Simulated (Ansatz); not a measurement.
Ir(PH3)2H5 (P₂IrH₁₁) was relaxed with PBE-D4 (def2-SVP) in Ansatz in these states: neutral singlet, neutral triplet. The geometries follow in no particular order.

In the def2 sets Ir takes a core potential; there is no spin–orbit coupling.

A:

```xyz
14

Ir    0.204   -0.346   -0.266
P     0.811    1.618   -1.313
H     2.204    1.908   -1.495
H     0.448    2.894   -0.757
H     0.404    1.892   -2.662
P    -0.951   -2.042    0.788
H    -2.004   -2.754    0.121
H    -1.654   -1.806    2.019
H    -0.227   -3.198    1.234
H     1.663   -1.044   -0.271
H     0.549   -1.258   -1.572
H    -1.439    2.402    1.755
H    -1.149    1.785    1.388
H     1.142   -0.051    1.032
```

B:

```xyz
14

Ir    0.0004   -0.0010   -0.0007
P     1.8662    1.1391   -0.6993
H     3.1474    0.5133   -0.5956
H     2.1973    2.3832   -0.0778
H     1.9586    1.5633   -2.0616
P    -1.8665   -1.1382    0.6999
H    -3.1379   -0.4852    0.6637
H    -1.9257   -1.6216    2.0440
H    -2.2416   -2.3462    0.0335
H     0.5027   -1.3196   -0.8604
H    -0.6525    0.0956   -1.5153
H    -0.8675    1.4018   -0.0932
H     0.0844    0.7484    1.4698
H     0.9348   -0.9329    0.9931
```

Task: Judge from the bond lengths which geometry belongs to which state (an estimate).

Result: A is the neutral triplet (Ir1–H12 3.787 Å, Ir1–H13 3.018 Å, Ir1–H10 1.618 Å); B is the neutral singlet (Ir1–H12 1.652 Å, Ir1–H13 1.653 Å, Ir1–H10 1.652 Å).

In the triplet, H12 and H13 lie 0.77 Å apart (atoms count from 1), so H2 has formed as a molecule. The neutral triplet has come apart into loosely held pieces.
